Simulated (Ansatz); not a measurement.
CH3NO, SMILES `NC=O` (charge 0, multiplicity 1).

Cartesian coordinates (Å):
SMILES: NC=O
```xyz
6

N      0.6802    -0.0462     0.1176
C     -0.6482     0.0479    -0.1088
O     -1.3815     0.8553     0.4058
H      1.1166     0.5938     0.7597
H      1.2391    -0.7411    -0.3419
H     -1.0063    -0.7096    -0.8324
```
Charge 0, spin multiplicity 1.

Frozen-core energies in 6-31g from Ansatz (a quantum-chemistry and plane-wave program) at a geometry from PBE0-D3(BJ)/def2-TZVP; the HF reference has <S^2> = 0.00 and the T1 diagnostic is 0.017.

```json
[
 {"level": "HF", "energy (Ha)": "-168.85394"},
 {"level": "MP2", "energy (Ha)": "-169.17457"},
 {"level": "CCSD", "energy (Ha)": "-169.18691"}
]
```

Problem. Estimate the energies of CCSD(T), CCSDT, CCSDT(Q) and CCSDTQ, and give each level's difference from CCSDTQ.

Solution. 
```
level     energy (Ha)  difference from CCSDTQ (mHa)
--------  -----------  ----------------------------
MP2        -169.17457                         23.19
CCSD       -169.18691                         10.85
CCSD(T)    -169.19618                          1.58
CCSDT      -169.19671                          1.05
CCSDT(Q)   -169.19790                         -0.14
CCSDTQ     -169.19776                          0.00
```
